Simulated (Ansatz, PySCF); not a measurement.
Breaking the Al1–H2 bond in AlH3Se (SMILES [AlH2][SeH]) (multiplicity 1 held, fragments rigid). Energies count from the point at 1.573 Å.
Geometry at that point (charge 0, multiplicity 1):
```csv
atom,x (Å),y (Å),z (Å)
Al,0.3641,0.0275,-1.5573
H,-0.6985,-0.5698,-2.5521
H,1.7454,0.6424,-1.9937
Se,-0.2012,-0.0305,0.6966
H,1.0606,0.6067,1.1072
```

Restricted levels (R-, RO-) in cc, def2 and unpolarised 6-31G sets keep to the state of the molecule at rest. U- levels take the lowest unrestricted solution at each point, which mixes spins at long bonds. Active spaces are followed from a long bond inwards. Left out are points that failed, MP2 points that dive below the minimum, coupled-cluster points behind a jump of the amplitudes or a sharp parting from full CI or MRCI, small-basis points behind a change of solution, and semi-empirical points at long bonds. Levels need not reach the same state.

Correlated levels freeze the cores. Filled d and f shells under p-block atoms count as core. Rows in LANL2DZ carry no dispersion term and start afresh at each structure. LANL2DZ brings its own core potentials from Na on.

Programs: Ansatz (Gaussian orbitals); PySCF for LANL2DZ rows. 

Energies in kJ/mol.

```tsv
R (Å)	R-BP86/LANL2DZ	R-B3LYP/def2-TZVPP	U-CCSD(T)/def2-TZVPP	FIC-MRCISD+Q on CASSCF(2,2)/def2-TZVPP
1.259	118	103	106	106
1.416	28	20	21	21
1.573	0	0	0	0
1.731	7	13	13	13
1.888	33	44	44	44
2.124	88	104	104	104
2.360	147	167	166	166
2.753	238	261	256	252
3.147	311	336	318	310
3.619	374	402	353	345
4.248	426	458	363	361
5.035	left out	496	364	365
```

Doubts at one or more of the structures used: a restricted determinant that unrestricted orbitals would lower (R-B3LYP/def2-TZVPP); a spin-contaminated determinant (U-CCSD(T)/def2-TZVPP); T1 above 0.05 (U-CCSD(T)/def2-TZVPP).

Ansatz is a program for electronic structure.
